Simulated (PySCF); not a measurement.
Telling isomers of C₃H₆N₂O₂Si apart by NMR

- GFN2-xTB geometry
- GIAO PBE0/pcSseg-1 shieldings
- code: PySCF 2.14.0 with density-fitted response routines
- no relativistic terms, rapidly exchanging positions averaged, no solvent, single conformer

Scale: ¹H, ¹³C against TMS (reference shieldings calculated alike). Where no couplings were computed, multiplicities follow the n + 1 count of equivalent neighbours, and m marks all less simple cases (inequivalent or close neighbours, rings, F or P nearby). Shifts are as computed. Against solution values, carbons near 30 ppm lie about +3 ppm off and those near 130 ppm about +5 ppm. Of 1211 compounds with measured shifts, 218 miss one by over three times the rms of a fit or turn the order of signals round; such compounds aren't used in these exercises.

(1) Tabulate the signals of `C[SiH2]Oc1ncno1`, `C[SiH2]Oc1ncon1`, `[SiH3]OCc1ncno1` and their relative energies.

(2) What is the quickest way to tell C[SiH2]Oc1ncno1 from C[SiH2]Oc1ncon1?

(3) What is the quickest way to tell C[SiH2]Oc1ncno1 from [SiH3]OCc1ncno1?

(4) What is the quickest way to tell C[SiH2]Oc1ncon1 from [SiH3]OCc1ncno1?

Answers

(1) 
| SMILES | carbon types | δC | δH | E rel. (kcal/mol) |
| --- | --- | --- | --- | --- |
| C[SiH2]Oc1ncno1 | 1×C 1×CH 1×CH3 | 180.6, 162.3, -3.4 | 8.05 (s, 1H), 5.28 (q, 2H), 0.70 (t, 3H) | 0.0 |
| C[SiH2]Oc1ncon1 | 1×C 1×CH 1×CH3 | 177.4, 171.1, -3.0 | 8.38 (s, 1H), 5.31 (q, 2H), 0.53 (t, 3H) | 3.1 |
| [SiH3]OCc1ncno1 | 1×C 1×CH 1×CH2 | 185.0, 162.1, 61.4 | 8.53 (s, 1H), 5.33 (s, 2H), 5.08 (s, 3H) | 22.5 |

Energies are electronic energies at PBE0/pcSseg-1 on these geometries, without zero-point or thermal terms, each for the one conformer computed, which needn't be the lowest.

(2) Both give the same number of carbon signals, with the same numbers of each carbon type, so the positions decide. The first has an aromatic CH between two ring heteroatoms at 162.3 ppm, the second an aromatic CH between two ring heteroatoms at 171.1 ppm. Their most deshielded carbons lie at 180.6 and 177.4 ppm.

(3) Both give the same number of carbon signals, but DEPT or the intensities differ. The first has a methyl carbon bonded to Si (CH3) at -3.4 ppm, the second an sp3 CH2 bonded to O, on an aromatic ring at 61.4 ppm. Their most deshielded carbons lie at 180.6 and 185.0 ppm. In the proton spectra the most deshielded non-exchanging signals are 8.05 (s, 1H) and 8.53 (s, 1H).

(4) Both give the same number of carbon signals, but DEPT or the intensities differ. The first has a methyl carbon bonded to Si (CH3) at -3.0 ppm, the second an sp3 CH2 bonded to O, on an aromatic ring at 61.4 ppm. Their most deshielded carbons lie at 177.4 and 185.0 ppm.
